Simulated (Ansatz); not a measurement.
One geometry of the cluster W3O5⁻, several levels of theory.

```yaml
crystal:
  periodic: [false, false, false]
  atoms:
    - {symbol: W, position_ang: [0.124315, 1.290720, 0.466069]}
    - {symbol: W, position_ang: [-0.541605, -1.006651, 1.265247]}
    - {symbol: W, position_ang: [0.250128, -0.766685, -1.117111]}
    - {symbol: O, position_ang: [0.371475, 0.304262, 2.225254]}
    - {symbol: O, position_ang: [1.352936, 0.824108, -0.963291]}
    - {symbol: O, position_ang: [-0.939839, -0.869410, -2.354219]}
    - {symbol: O, position_ang: [-1.140988, 2.418481, 0.175870]}
    - {symbol: O, position_ang: [0.523589, -2.194836, 0.302181]}
basis:
  gaussian: {orbitals: def2-SVP, initial_orbitals: start.molden}
total_charge: -1
magnetization: {spin_polarized: true, initial_magnetization: 1}
hamiltonian: {xc: {name: LC-wPBE, parameters: {omega: 0.3/bohr}}}
scf: {omitted_lower_state_checks: [starts]}
output: {orbitals: {seedname: orbitals}}
```

The file start.molden holds the orbitals of an earlier run on this structure, at another level or in another basis.

```sh
$ ansatz run in.yaml --threads 4 --pin off --events-out ev --progress --plain --max-ram 4787MiB
```

Output, abridged:

```
Functional definition: LC-wPBE
1636 factors; their error is unknown
334 factors; integrals over basis functions are off by at most 7.4e-5 eV
mean field evaluation 1: about -15706.0099 eV, gradient 4.7e1 eV
mean field evaluation 2: about -15706.7839 eV, gradient 1.7e0 eV
mean field evaluation 4: about -15706.7267 eV, gradient 2.9e-1 eV
mean field evaluation 8: about -15706.7316 eV, gradient 2.4e-1 eV
mean field evaluation 16: about -15706.7343 eV, gradient 1.4e-5 eV
mean field -15706.73433287 eV, -577.2118403262 hartree, gradient 1.4e-5 eV, S^2 1.215638; 0 other end points of the search recorded, 0 dependent functions left out
reference -15706.73433289 eV, -577.2118403267 hartree; 42, 41 occupied and 124, 125 virtual orbitals, 1636 factors
Total energy: -15706.73433289 eV, -577.2118403267 hartree
Checks for a lower state left out: starts
```

It took 12 s on 4 threads of AMD EPYC 9R45 on a shared host, peak host memory 0.76 GiB.

As the first input, with `gaussian: {orbitals: def2-TZVPD}`, `hamiltonian: {xc: pbe0, dispersion: d4}` (abridged; 76 s):

```
Functional definition: PBE0
mean field evaluation 16: about -15714.4439 eV, gradient 1.2e-1 eV
mean field evaluation 32: about -15714.5216 eV, gradient 1.1e-3 eV
mean field -15714.52164073 eV, -577.4980186116 hartree, gradient 2.6e-6 eV, S^2 0.916848
Total energy: -15714.92547517 eV, -577.5128592534 hartree
Checks for a lower state left out: starts
```

The first input with `hamiltonian: {xc: {name: LC-wPBE, parameters: {omega: 0.1/bohr}}}` (abridged; 5.5 s):

```
Functional definition: LC-wPBE
mean field -15708.84821103 eV, -577.2895239157 hartree, gradient 2.1e-5 eV, S^2 0.777173
Total energy: -15708.84821118 eV, -577.2895239211 hartree
Checks for a lower state left out: starts
```

First input, but with `hamiltonian: {xc: {name: LC-wPBE, parameters: {omega: 0.15/bohr}}}` (abridged; 8.5 s):

```
Functional definition: LC-wPBE
mean field -15708.64724733 eV, -577.2821386358 hartree, gradient 1.7e-5 eV, S^2 0.790842
Total energy: -15708.64724739 eV, -577.2821386379 hartree
Checks for a lower state left out: starts
```

As the first input, with `hamiltonian: {xc: {name: LC-wPBE, parameters: {omega: 0.2/bohr}}}` (abridged; 9.5 s):

```
Functional definition: LC-wPBE
mean field evaluation 16: about -15708.1589 eV, gradient 4.5e-6 eV
mean field -15708.15891115 eV, -577.2641926124 hartree, gradient 4.5e-6 eV, S^2 0.826783
Total energy: -15708.15891119 eV, -577.2641926136 hartree
Checks for a lower state left out: starts
```

First input, but with `gaussian: {orbitals: def2-TZVPD, initial_orbitals: start.molden}`, `hamiltonian: {xc: r2scan, dispersion: d4}` (abridged; 32 s):

```
Functional definition: r2SCAN
mean field evaluation 16: about -15725.4774 eV, gradient 7.0e-6 eV
mean field -15725.47737110 eV, -577.9006342766 hartree, gradient 7.0e-6 eV, S^2 0.884912
Total energy: -15725.57729902 eV, -577.9043065598 hartree
Checks for a lower state left out: starts
```

First input, but with `gaussian: {orbitals: def2-TZVPD, initial_orbitals: start.molden}`, `hamiltonian: {xc: pbe, dispersion: d4}` (abridged; 6.5 s):

```
Functional definition: PBE
mean field -15721.11426763 eV, -577.7402931816 hartree, gradient 3.1e-5 eV, S^2 0.781182
Total energy: -15721.58212148 eV, -577.7574864932 hartree
Checks for a lower state left out: starts
```

Geometry: r2SCAN-D4/def2-SVP, that of the neutral singlet.

In the def2 sets W takes a core potential; there is no spin–orbit coupling. At LC-ωPBE (ω = 0.30 bohr⁻¹)/def2-SVP, PBE0-D4/def2-TZVPD, r2SCAN-D4/def2-TZVPD the charge -1 doublet is spin-contaminated (final ⟨S²⟩ up to 1.22, 0.75 for a pure state). The structure comes from a short search, and lower isomers may exist.
